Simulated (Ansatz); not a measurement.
The first iterations of a band of C2H3BOS (8 atoms, charge 0, multiplicity 1).

The calculation used RKS PBE0-D4/6-31G in Ansatz.

```
movable images  : 5
climbing image  : yes
spring          : 5.0 eV/Å²
optimiser       : quadratic models (default)
start path      : through a guess of the saddle point
force threshold : 0.05 eV/Å
iteration limit : 47
end points      : relaxed
```

Image 0:

```xyz
8
Properties=species:S:1:pos:R:3
C -0.160 1.570 1.400
C 0.541 0.694 0.931
S 1.532 -0.573 0.242
B 0.304 -1.233 -1.009
O -0.936 -0.706 -1.143
H -0.750 2.345 1.829
H 0.666 -2.138 -1.680
H -1.196 0.042 -0.570
```

Image 6:

```xyz
8
Properties=species:S:1:pos:R:3
C -0.463 1.247 0.941
C 0.706 0.671 0.978
S 2.139 -0.070 0.989
B -0.139 -1.613 -1.582
O -1.050 -0.835 -1.352
H -0.723 2.057 1.615
H 0.728 -2.362 -1.805
H -1.198 0.904 0.216
```

| iteration | highest image above the first end (eV) | largest band force component (eV/Å) |
| --- | --- | --- |
| 1 | 2.597 | 4.924 |
| 2 | 2.011 | 2.251 |
| 3 | 1.898 | 6.534 |
| 4 | 1.528 | 1.678 |
| 5 | 1.359 | 2.275 |
| 6 | 1.175 | 1.093 |
| 7 | 1.198 | 0.513 |
| 8 | 1.181 | 2.001 |

Does the band converge within its limit, and where does its top end?

The forces met the threshold. It ended after 25 iterations with the highest image 1.155 eV above the first end. A vibrational analysis at the climbing image gives one clearly imaginary mode, 839i cm⁻¹: a first-order saddle point. The orbitals stay closed-shell, which can raise the energy where a bond breaks towards radicals; this wasn't checked here. Limits of this set-up: no polarisation functions.

Time of the run: 13 min on 1 CPU thread of a shared host.
